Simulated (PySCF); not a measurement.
## Polarisability and C₆ of Ge²⁺ (germanium, charge +2)

[Ar] 3d10 4s2, closed-shell 1S. All numbers are calculated (PySCF 2.14, a scalar-relativistic core potential, in aug-cc-pVQZ-PP with ECP10MDF (7s6p5d3f2g, 89 functions)). Coupled (time-dependent) response in atomic units; α is the mean over directions.

| method | mean α (bohr³) | C₆ (like pair) | S(−4) |
| --- | --- | --- | --- |
| UHF | 11.96 | 47.27 | 70.08 |
| PBE | 10.26 | 38.72 | 49.76 |
| PBE0 | 10.69 | 40.83 | 54.64 |
| HSE06 | 10.58 | 40.19 | 53.44 |
| M06-2X | 9.663 | 34.34 | 46.79 |

S(−4) is the Cauchy moment in α(ω) = α(0) + S(−4) ω² + …

α(iu) at PBE0:

```csv
u (hartree),α(iu) (bohr³)
0,10.69
0.0500,10.56
0.100,10.17
0.200,8.901
0.300,7.402
0.500,4.925
0.750,3.126
1.00,2.170
1.50,1.269
2.00,0.8613
3.00,0.4902
5.00,0.2255
```

A single London oscillator, α(iu) = α/(1 + u²/ω²), gives C₆ = (3/4) ω α². Matching the computed C₆ needs ω = 4 × 40.83 / (3 × 10.69²) = 0.476 hartree.

For an ion, C₆ is the dispersion term alone; charge-induced terms of lower order in 1/R come first.

Energies and moments cover only the electrons outside the core potential.
